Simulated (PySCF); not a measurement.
Species: C₇H₄F₃N (triplet state).
Z-matrix (Å and degrees, PBE0-D3(BJ)/def2-SVP geometry), rows numbered from 1:
```
F 
C   1  1.3296
F   2  1.3413  1  107.87
F   2  1.3410  1  107.87  3   115.08
C   2  1.4760  1  111.28  3  -122.43
C   5  1.4007  2  134.64  1   178.95
C   6  1.4201  5  121.64  2     0.58
C   7  1.3883  6  118.67  5  -179.80
N   8  1.3337  7  124.07  6     0.03
C   9  1.3343  8  117.57  7    -0.12
C  10  1.3878  9  123.92  8     0.08
H   7  1.0911  6  120.74  5     0.16
H   8  1.0960  7  119.53  6   179.98
H  10  1.0959  9  116.34  8  -179.93
H  11  1.0913  6  120.25  5    -0.18
```

The hyperfine couplings belong to this conformer and change with its torsions.

As a line formula: `FC(F)([C]c1ccncc1)F` [triplet].

Computed with PySCF, UKS B3LYP, IGLO-III on C F N, pcH-1 on H, non-relativistic, mean-field spin-orbit, GIAO. Geometry: PBE0-D3(BJ)/def2-SVP, one conformer, isolated molecule. This triplet need not be the ground state; the singlet was not compared here. No stability test was run, so a lower SCF solution isn't excluded.

(1) Break the g tensor into its mass correction, gauge correction and orbital-Zeeman/spin–orbit terms.

(2) Average each term over the three axes. Which is largest in size?

(3) At 9.474 GHz, how far is the centre of the isotropic spectrum from where a free electron (g = 2.002319) resonates, zero-field splitting left aside?

Answers

(1) 
```csv
Δg (ppm),1,2,3
relativistic mass correction,-178,-178,-178
gauge correction,41,11,47
orbital Zeeman/spin–orbit,98,140,552
total,-39,-26,421
```

So g = 2.00228, 2.00229, 2.00274 and g_iso = 2.00244; the tensor is close to axial: the two nearest values differ by 3 % of g3 − g1. Axes: g3 points within 14° of the C11–H15 bond.

(2) The orbital-Zeeman/spin–orbit term 263, the mass correction -178 and the gauge correction 33 ppm, for a total of 119 ppm. The orbital-Zeeman/spin–orbit term is the largest in size. The mass correction is the same along every axis, so the anisotropy comes from the other two: their spans along these axes are 36 (gauge) and 454 ppm (orbital Zeeman/spin–orbit).

(3) B = hν/(g μB) with μB/h = 13.99624 MHz/mT gives 338.06 mT for the free electron and 338.04 mT at g_iso, 0.02 mT lower.

The largest Mulliken spin populations are on C5 (+1.65), C7 (+0.27), C11 (+0.24) and C6 (-0.21). Four atoms exceed +0.15. The positive populations add up to 2.46 and the negative ones to -0.46, together 2S = 2.

The HOMO–LUMO gaps are 5.53 eV among the α and 3.91 eV among the β orbitals.
